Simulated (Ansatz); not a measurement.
Program: Ansatz. Geometries: PBE0-D4/def2-TZVP. ΔE: electronic, gas phase. CCSD(T)/CBS adds triple-zeta CCSD(T) − MP2 to the extrapolated MP2 energy (def2 sets, frozen cores). This one scheme is used for every species, atoms too. DFT in def2-TZVPP. No spin–orbit coupling; open shells (•) take unrestricted orbitals. Spin–orbit coupling would lower the free atoms: a little for C, F, S, Si. One conformer a species, not always the lowest.

Reaction (atomization): `C[Si](C)(F)S` → 2 C• + F• + 7 H• + S• + Si•

`C[Si](C)(F)S`:

```xyz
12

C    -0.477    1.119   -1.084
Si   -0.215    0.225    0.519
C     1.309   -0.830    0.504
F    -0.067    1.312    1.688
S    -1.950   -0.888    1.104
H    -0.640    0.411   -1.901
H    -1.350    1.771   -1.022
H     0.397    1.727   -1.333
H     1.224   -1.624   -0.243
H     1.463   -1.298    1.478
H     2.191   -0.231    0.261
H    -1.885   -1.695    0.031
```

CCSD(T)/CBS gives +46.88 eV.

Question: Another level gave +46.40 eV. Which?
A. r2SCANh/def2-TZVPP
B. BLYP-D4/def2-TZVPP
C. BLYP/def2-TZVPP
D. ωB97M-V/def2-TZVPP

Answer: B. BLYP-D4 46.40, ωB97M-V 47.00, BLYP 45.79, r2SCANh 46.67 eV.

Question: What do rigid-rotor, harmonic-oscillator terms from PBE0-D4/def2-TZVP frequencies (298.15 K, 1 bar) make of the CCSD(T)/CBS value? (Estimate.)

Answer: Computed: ΔZPE = -2.35 eV, ΔH = +45.04 eV, ΔS = 1245 J/(mol·K), ΔG = +41.20 eV. Open shells count their whole term as degenerate.

Largest T1 diagnostic among the species: 0.012.

At CCSD(T), def2-SVP lies −2.97 eV from the extrapolated value and def2-TZVPP −1.19 eV: correlation converges slowly with the basis, and small sets miss more of it in the bonded molecule than in its fragments. From BLYP to BHLYP (50 % exact exchange), in def2-TZVPP and without D4, ΔE moves by −0.43 eV: exact exchange takes away binding that semilocal exchange gives to molecules.

For atomizations the MP2-based limit and the directly extrapolated one differ by several kJ/mol either way, and by 10 to 25 for some Ge, Se and Sn compounds, so smaller differences from it don't rank the levels.
